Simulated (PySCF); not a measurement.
r2SCAN on Al⁻ (aluminium, charge -1), [Ne] 3s2 3p2, high-spin 3P determinant. Computed with PySCF 2.14 in aug-cc-pwCVTZ (8s7p5d3f, 75 functions), with the non-relativistic Hamiltonian (point nucleus).

```
cycle= 1 E= -242.358403072515  delta_E= -0.00563  |g|= 0.0125  |ddm|= 0.312
cycle= 2 E= -242.358509511753  delta_E= -0.000106  |g|= 0.0117  |ddm|= 0.125
cycle= 3 E= -242.358744409097  delta_E= -0.000235  |g|= 0.00317  |ddm|= 0.0743
cycle= 4 E= -242.358754905049  delta_E= -1.05e-05  |g|= 0.00111  |ddm|= 0.0142
cycle= 5 E= -242.358757647661  delta_E= -2.74e-06  |g|= 8.26e-05  |ddm|= 0.00756
cycle= 6 E= -242.3587576686  delta_E= -2.09e-08  |g|= 1.71e-05  |ddm|= 0.000923
cycle= 7 E= -242.358757669501  delta_E= -9.01e-10  |g|= 3.33e-06  |ddm|= 0.000147
converged SCF energy = -242.358757669501  <S^2> = 2.0099701  2S+1 = 3.0066394
```

Highest occupied orbital energy: 1.216 eV; ⟨L²⟩ = 2.03; populations by l: s 5.99, p 8.00, d 0.01, f 0.00.

Question: Can this result be used?

Answer: With care. Self-consistency was reached. At r2SCAN the highest occupied level has a positive energy, so only the finite basis holds that electron; in a semilocal or global hybrid functional this comes from self-interaction and does not mean that the real anion is unbound.
